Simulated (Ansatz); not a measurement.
A run for Ansatz (a first-principles code): R-B2PLYP/def2-TZVPPD on CH3FO2 (a complex). Files ending in .json are basis or fitting sets from the Basis Set Exchange.

Ansatz 0.2 input:
```yaml
crystal:
  periodic: [false, false, false]
  atoms:
    - {symbol: F, position_ang: [0.39017373, 0.00140340, 0.46205031]}
    - {symbol: H, position_ang: [-0.15532494, -0.47250319, 1.09499187]}
    - {symbol: O, position_ang: [-0.68993139, -0.78367052, 2.61713479]}
    - {symbol: C, position_ang: [-0.10858271, -0.03410078, 3.37464688]}
    - {symbol: O, position_ang: [0.79193193, 0.86715105, 3.02655266]}
    - {symbol: H, position_ang: [-0.27937249, -0.03180494, 4.45535758]}
    - {symbol: H, position_ang: [0.91964491, 0.83744388, 2.05180507]}
basis:
  gaussian:
    orbitals: def2-TZVPPD.json
hamiltonian:
  xc: {name: B2PLYP}
magnetization: {spin_polarized: false}
correlation: {electrons: outside_noble_gas}
scf: {lower_state_search: off}
```

The head of its log:

```
WARN ansatz: RAYON_NUM_THREADS=1 ignored (pool sized by the plan → 1); use --threads N
Functional definition: B2PLYP
these checks for a lower state are left out or cut short: stability, starts, cluster_reference, orbital_swaps, neighbouring_geometries, increment
integrals: 0.37 GiB planned
1265 factors; integrals over basis functions are off by at most 1.2e-3 eV
mean field: 0.92 GiB planned
mean field evaluation 1: about -7884.0551 eV, gradient 5.3e1 eV
mean field evaluation 2: about -7884.1231 eV, gradient 5.2e1 eV
mean field evaluation 4: about -7888.1037 eV, gradient 5.5e0 eV
mean field evaluation 8: about -7888.1656 eV, gradient 6.5e-1 eV
mean field evaluation 16: about -7888.1665 eV, gradient 2.1e-4 eV
mean field -7888.16647301 eV, -289.8847710917 hartree, gradient 8.9e-6 eV, S^2 0.000000; 0 other end points of the search recorded, 0 dependent functions left out
4 core orbitals not correlated
reference -7888.16663800 eV, -289.8847771551 hartree; 13, 13 occupied and 191, 191 virtual orbitals, 1265 factors
```

**Question.** What total energy does the run end on?

**Answer.** -290.1805 hartree.
